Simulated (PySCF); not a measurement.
Species: C3H12OPSi (charge +1).
SMILES: `CC(C)O[SiH2][PH3+]`

Torsions of this conformer, `[CH3:1][CH:2]([CH3:3])[O:4][SiH2:5][PH3+:6]`: C1–C2–O4–Si5 -28°, C2–O4–Si5–P6 -172°.

The closed-shell ground state was solved at several levels (PySCF, density fitting, gas phase, non-relativistic). The structure is a single PBE0-D3(BJ)/def2-SVP conformer in the gas phase; no vibrational or solvent corrections.

```tsv
level	basis functions	total energy (Eh)	HOMO (eV)	LUMO (eV)	gap (eV)
PBE0/pcSseg-1	176	-826.8487	-12.38	-5.18	7.20
CAM-B3LYP/def2-SVPD	227	-826.9654	-13.81	-4.12	9.69
```

(1) Estimate the row for B3LYP/pcSseg-1, a basis of 176 functions; the other rows only guide the guess.

(2) Over all these levels, which gives the widest orbital gap and which the narrowest?

## Answers

(1) Total energy -827.3867 Eh, HOMO -12.17 eV, LUMO -5.37 eV, gap 6.80 eV.

(2) CAM-B3LYP/def2-SVPD (range-separated hybrid) has the widest, 9.69 eV, and B3LYP/pcSseg-1 (global hybrid, 20 % exact exchange) the narrowest, 6.80 eV. Functional and basis both differ between the two, so the spread mixes both effects.
